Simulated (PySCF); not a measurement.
A species of formula C5H7ClN2Si has this rotational fingerprint, computed with CAM-B3LYP/def2-SVPD in PySCF (dipole) on a GFN2-xTB geometry, gas phase:

- Rotational constants: A = 1214, B = 746.5, C = 483.7 MHz
- Dipole components: |μa| = 4.47 D, |μb| = 2.77 D, |μc| = 0.79 D
- Inertial defect: -48.40 u·Å²
- κ: -0.28

Problem. Which candidate fits, each taken in the one conformer that was computed?
A. `[CH2:1]=[N:2][CH2:3][Si@@H:4]([Cl:5])/[CH:6]=[CH:7]/[C:8]#[N:9]` with C1–N2–C3–Si4 -110°, N2–C3–Si4–Cl5 -174°, C3–Si4–C6–C7 24°
B. `[N:1]#[C:2][CH2:3][CH2:4][Si@@H:5]([Cl:6])[CH2:7][C:8]#[N:9]` with C2–C3–C4–Si5 -59°, C3–C4–Si5–Cl6 -37°, C4–Si5–C7–C8 58°
C. `[CH2:1]=[N:2][c:3]1[cH:4][cH:5][n:6]([SiH2:7][Cl:8])[cH:9]1` with C1–N2–C3–C4 -12°, C5–N6–Si7–Cl8 166°
D. `[CH2:1]=[CH:2][c:3]1[cH:4][c:5]([Cl:6])[n:7]([SiH3:8])[n:9]1` with C1–C2–C3–C4 1°
E. `[CH2:1]=[CH:2][c:3]1[n:4][cH:5][cH:6][n:7]1[SiH2:8][Cl:9]` with C1–C2–C3–N4 -3°, C6–N7–Si8–Cl9 1°
F. `[CH2:1]=[CH:2][Si@@H:3]([Cl:4])[n:5]1[cH:6][cH:7][cH:8][n:9]1` with C1–C2–Si3–Cl4 29°, C2–Si3–N5–C6 -144°

Solution. A. It is C=NC[Si@@H](Cl)/C=C/C#N, an asymmetric top, point group C1. The candidates at the same level (rigid rotor, commonest isotopes):

```
                 SMILES  A (MHz)  B (MHz)  C (MHz)  μa (D)  μb (D)  μc (D)  Δ (u·Å²)  point group                        rotor
   C=Nc1ccn([SiH2]Cl)c1     3001    596.0    502.9    0.79    2.38    0.28    -11.41           C1  near-prolate asymmetric top
C=NC[Si@@H](Cl)/C=C/C#N     1214    746.5    483.7    4.47    2.77    0.79    -48.40           C1               asymmetric top
   N#CCC[Si@@H](Cl)CC#N     1265    961.0    717.2    3.88    1.18    2.50   -220.82           C1               asymmetric top
     C=Cc1nccn1[SiH2]Cl     2378    751.1    574.9    1.81    1.77    0.04     -6.27      near Cs               asymmetric top
 C=Cc1cc(Cl)n([SiH3])n1     2064    782.5    571.1    0.82    0.36    0.01     -5.91            –               asymmetric top
  C=C[Si@@H](Cl)n1cccn1     2013    857.9    640.2    0.36    0.38    0.16    -50.80           C1               asymmetric top
```

`C=C[Si@@H](Cl)n1cccn1` has A 66 % too high; `C=Nc1ccn([SiH2]Cl)c1` has A 147 % too high; `N#CCC[Si@@H](Cl)CC#N` has C 48 % too high; `C=Cc1cc(Cl)n([SiH3])n1` has A 70 % too high; `C=Cc1nccn1[SiH2]Cl` has A 96 % too high. No structure here is proved a minimum.
